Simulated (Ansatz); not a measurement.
Ge(vinyl)3(NHtBu) (C10H19GeN), relaxed as a singlet with RKS PBE-D4/def2-SVP in Ansatz, starting from the GFN2-xTB geometry. Force threshold 0.03 eV/Å.

Start:

```xyz
31

Ge    0.4340    1.0339   -0.2488
C     0.7342    2.5089    1.0208
C     1.8143    3.2693    1.0551
H    -0.0734    2.7067    1.7153
H     2.6370    3.1080    0.3763
H     1.9330    4.0826    1.7569
C     2.1538    0.2597   -0.8768
C     3.2098    0.0853   -0.1019
H     2.2058   -0.0470   -1.9146
H     3.1959    0.3771    0.9374
H     4.1336   -0.3481   -0.4591
C    -0.5568    1.6502   -1.8415
C    -1.8657    1.8253   -1.8752
H     0.0325    1.8966   -2.7162
H    -2.4768    1.5951   -1.0166
H    -2.3860    2.1933   -2.7481
N    -0.6478   -0.0847    0.7260
C    -0.9442   -1.4814    0.4477
C     0.2032   -2.3942    0.9001
C    -2.2228   -1.8525    1.2107
C    -1.1753   -1.6580   -1.0488
H    -0.5044    0.0313    1.7217
H    -0.0299   -3.4362    0.6947
H     1.1160   -2.1264    0.3707
H     0.3786   -2.2819    1.9686
H    -2.0696   -1.7488    2.2830
H    -2.5094   -2.8796    0.9996
H    -3.0338   -1.1925    0.9138
H    -0.2660   -1.4136   -1.5955
H    -1.9668   -0.9933   -1.3831
H    -1.4527   -2.6850   -1.2721
```

Task: Estimate the energy that the relaxation releases and the steps that it takes.

Result: 28.2 kJ/mol, in 16 steps; 69 s on 4 threads of Intel Xeon on a shared host. The force fell under the threshold at step 15, but the optimiser went on. No frequencies were taken in this run, so the end may be a saddle point.

Task: Does the start keep its bonding?

Result: By distances, no bond broke or formed. The bond that changes most is C7–C8, from 1.32 to 1.35 Å (atoms count from 1).

Task: Predict the relaxed structure.

Result: 
```xyz
31

Ge    0.3734    1.1366   -0.3056
C     0.8006    2.5641    0.9637
C     2.0278    3.0889    1.1402
H    -0.0465    2.9740    1.5474
H     2.9044    2.7219    0.5769
H     2.2161    3.9066    1.8583
C     2.0350    0.3753   -1.0312
C     3.0661   -0.0390   -0.2690
H     2.1212    0.2922   -2.1312
H     3.0367    0.0181    0.8338
H     3.9880   -0.4629   -0.7051
C    -0.7059    1.8418   -1.7781
C    -2.0481    1.7450   -1.7926
H    -0.1893    2.3723   -2.6002
H    -2.5828    1.2291   -0.9752
H    -2.6636    2.1695   -2.6053
N    -0.7093   -0.0123    0.6818
C    -0.9044   -1.4559    0.4582
C     0.2039   -2.2837    1.1459
C    -2.2748   -1.8391    1.0532
C    -0.9042   -1.7530   -1.0497
H    -0.6344    0.1910    1.6849
H     0.0425   -3.3746    1.0174
H     1.1974   -2.0289    0.7264
H     0.2269   -2.0737    2.2361
H    -2.3102   -1.6043    2.1378
H    -2.4805   -2.9233    0.9363
H    -3.0842   -1.2682    0.5560
H     0.0801   -1.5208   -1.5061
H    -1.6765   -1.1590   -1.5755
H    -1.1055   -2.8275   -1.2297
```
Bond lengths: 6 × C–C 1.35 to 1.54 Å; 3 × C–Ge 1.96 to 1.97 Å; 1 × Ge–N 1.86 Å; 1 × C–N 1.47 Å; 18 × C–H 1.10 to 1.11 Å; 1 × H–N 1.03 Å.
